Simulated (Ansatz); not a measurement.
Mulliken charges of BF2H2OP, SMILES `FB(F)OP` from ωB97M-V/def2-TZVPP in Ansatz (PBE0-D4/def2-TZVP geometry).

```tsv
atom	x (Å)	y (Å)	z (Å)	charge (e)
F1	1.080	-1.681	-0.017	-0.243
B2	0.107	-1.109	0.677	0.553
F3	-0.301	-1.702	1.781	-0.231
O4	-0.461	0.050	0.299	-0.320
P5	-0.190	0.841	-1.148	0.120
H6	-1.099	1.899	-0.887	0.068
H7	0.925	1.634	-0.750	0.054
```

**Question.** By hand: the dipole of these point charges (1 e Å = 4.8032 D).

**Answer.** Σ q r = (-0.034, 0.491, -0.367) e Å, of length 0.614 e Å = 2.95 D.

**Question.** How does the dipole of the full density compare? (Estimate.)

**Answer.** The calculation gave: (0.000, 0.333, -0.187) e Å, 1.83 D; the point charges give 1.61 times that, at 8° from its direction.

Point charges leave out the atoms' own dipoles, such as those of lone pairs, and Mulliken's split depends on the basis, so the two needn't agree.
